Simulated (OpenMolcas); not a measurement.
## Br V: terms and fine structure

- Program: OpenMolcas
- Method: XMS-RASPT2, IPEA 0.25 Eh, imaginary shift 0.1 Eh (closed shells correlated: 3d)
- Basis: ANO-RCC-VTZP [6s5p3d1f]
- Scalar Hamiltonian: DKH2, point nucleus
- Active space: 3 electrons in 9 orbitals (RAS2 4s 4p; RAS3 4d, at most 2 electrons)
- State averaging: 2S+1 = 4 odd, 1 root; 2S+1 = 2 odd, 11 roots; 2S+1 = 4 even, 3 roots; 2S+1 = 2 even, 9 roots
- Spin-orbit coupling: RASSI with atomic mean-field integrals over the reference wave functions, term energies averaged over their components

With spin-orbit coupling, above the lowest level:

| Configuration | Term | J | E (cm⁻¹) | Measured (cm⁻¹) | g | Term weight % |
| --- | --- | --- | --- | --- | --- | --- |
| 4s² 4p | ²P° | 1/2 | 0.0 | 0.0 | 0.666 | 100 |
| 4s² 4p | ²P° | 3/2 | 5530 | 6090 | 1.334 | 100 |
| 4s 4p² | ⁴P | 1/2 | 90340 |  | 2.667 | 99 |
| 4s 4p² | ⁴P | 3/2 | 92530 |  | 1.734 | 100 |
| 4s 4p² | ⁴P | 5/2 | 95560 |  | 1.598 | 99 |
| 4s 4p² | ²D | 3/2 | 121220 | 122941 | 0.802 | 100 |
| 4s 4p² | ²D | 5/2 | 121680 | 123628 | 1.204 | 99 |
| 4s 4p² | ²S | 1/2 | 150520 |  | 1.894 | 91 |
| 4s 4p² | ²P | 1/2 | 160940 | 158158 | 0.778 | 92 |
| 4s 4p² | ²P | 3/2 | 163860 | 161011 | 1.333 | 100 |

Against the 5 measured excited levels shown (Moore, Atomic Energy Levels, vol. II, NSRDS-NBS 35 (1971 reprint of NBS Circular 467, 1952)) the mean absolute deviation is 2000 cm-1; the largest miss in energy is 4s 4p² ²P_3/2: computed 163860, measured 161011 cm⁻¹ (+1.8 %), and the largest in proportion 4s² 4p ²P°_3/2 (-9.2 %).

Spin-orbit coupling puts the lowest level 3689 cm⁻¹ below the lowest spin-free term.

CASPT2 breaks the degeneracy within a term, and the mean is taken; among the terms shown or strongly mixed into the levels shown the widest spread is 14 cm-1 (4s 4p² ²D). Active for correlation alone: 4d; no level in the range computed is led by a configuration that fills it, so any true level of that kind is missing. Measured partners are found by configuration, term and J. A level has none where our copy of the source lacks it or the pairing is in doubt (some pairs that miss far off the trend of their configuration count as doubtful), and it then counts in no deviation. Levels of configurations outside the active space are missing. The first state left out of the spin-orbit step lies near 220000 cm-1 above the lowest spin-free state of the reference (among the parities and spins computed), and the list stops at four fifths of that energy or lower.

The term weight is that of the spin-free term in the level, not the purity of its configuration. ° marks odd parity.
